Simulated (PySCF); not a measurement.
# Vibration and rotation of GeTe⁺

ROHF-CCSD(T) constants of GeTe⁺, ²Π (doublet), unpaired electrons π ↑ (PySCF, scalar-relativistic core potentials, basis sets Ge cc-pVDZ-PP with ECP10, Te cc-pVDZ-PP with ECP28; masses 73.9212 and 129.9062 u):

* ωe: 254.4 cm⁻¹
* ωexe: 0.65 cm⁻¹
* Be: 0.055813 cm⁻¹
* αe: 0.000175 cm⁻¹
* De to Ge⁺ + Te: 2.94 eV

**Question.** What force constant and bond length do these constants imply?

**Answer.** Reduced mass μred = 47.113 u; k = 5.8918×10⁻⁷·μred·ωe² (u, cm⁻¹, mdyn/Å) = 1.80 mdyn/Å; Re = √(16.8576/(μred·Be)) (u, cm⁻¹, Å) = 2.532 Å.

**Question.** Estimate the centrifugal constant D from the Kratzer relation and find the Dunham coefficient a1.

**Answer.** D = 4Be³/ωe² = 1.07e-08 cm⁻¹; a1 = −1 − αeωe/(6Be²) = -3.38.

Correlated steps freeze 8 core orbitals. Correlated levels converge slowly with the basis: in double zeta they bind strong bonds too weakly, by up to about 1 eV, and carry superposition errors of some tenths. These are scalar-relativistic numbers at best; spin–orbit coupling would shift them, the dissociation energy most. For an ion De counts to the pair picked by the measured ionisation energies or electron affinities, which need not be the lowest pair at this level. The state was picked by a PBE0 search and need not be the measured ground state.
